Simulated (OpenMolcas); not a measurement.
Yb3+ with its 8 nearest fluoride ions at 2.37 Å, on the Sr site of SrF2 (a = 5.796 Å, distance in the model lattice 2.510 Å). The rest of the host is ab initio model potentials to 7.6 Å and point charges beyond; the distance is set by hand and nothing relaxes, and no local charge compensation is placed. Ligand basis ANO-RCC-VDZP.
```
Yb    0.0000    0.0000    0.0000
F     1.3683    1.3683    1.3683
F     1.3683    1.3683   -1.3683
F     1.3683   -1.3683    1.3683
F     1.3683   -1.3683   -1.3683
F    -1.3683    1.3683    1.3683
F    -1.3683    1.3683   -1.3683
F    -1.3683   -1.3683    1.3683
F    -1.3683   -1.3683   -1.3683
```

```json
{
 "Program": "OpenMolcas 26.06",
 "Method": "CASSCF",
 "Basis": "ANO-RCC-VDZP [7s6p4d2f1g]",
 "Scalar Hamiltonian": "DKH2, point nucleus",
 "Active space": "13 electrons in 7 orbitals (4f)",
 "State averaging": "2S+1 = 2 odd, 7 roots",
 "Spin-orbit coupling": "RASSI with atomic mean-field integrals over the reference wave functions"
}
```

Problem. What is the spin-free ground state (labels of O, the rotations of Oh)?

Solution. 2A2, 1-fold in its orbital part, 100 % from free-ion F terms; it has the highest spin that f13 allows.

Problem. Where is the first state of the same spin?

Solution. 2T2 at 503 cm-1 above the ground state.

Problem. What are the lowest two levels with spin-orbit coupling?

Solution. A 2-fold level Γ7 with g = 3.45, 3.45, 3.45, then a 4-fold level Γ8 301.1 cm-1 above it. Their leading multiplicities are 2 (100 %) and 2 (100 %).

Problem. What is χT at 300 K, and how does it compare with the textbook value?

Solution. Hund's rules give f13 the level 2F7/2 with g = 1.143, so an isolated free-ion multiplet has χT = g² J(J+1) / 8 = 2.571 cm3 K/mol. The computed 2.415 at 300 K differs by -6 %, through the field's splitting, the mixing of terms and any other multiplet in reach.

Without dynamic correlation the ligand-field splitting of an f shell can come out too small, at times by half. No measured value stands beside these numbers; the geometry was set by hand and not optimised.
